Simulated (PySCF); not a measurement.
A run for PySCF: R-HF/STO-3G on C2H2 (SMILES C#C).

```python
from pyscf import gto, scf, dft, mp
from pyscf.data.elements import chemcore

mol = gto.M(
    atom='''
    C     0.25606074   -0.65223593    0.03552309
    C    -0.09763162    0.42388681    0.42229838
    H     0.56814363   -1.60838417   -0.30810510
    H    -0.41640434    1.37658497    0.76902826
    ''',
    basis='sto-3g',
    charge=0, spin=0, verbose=3, max_memory=1800)
mf = scf.RHF(mol)
mf.conv_tol = 1e-8
mf.max_cycle = 100
mf.kernel()
if not mf.converged:
    mf = mf.newton().run(mf.mo_coeff, mf.mo_occ)
```

The log:

```
converged SCF energy = -75.8539366434266
```

The calculation finished and met its thresholds.

Cost: very roughly 0.08 core-seconds.
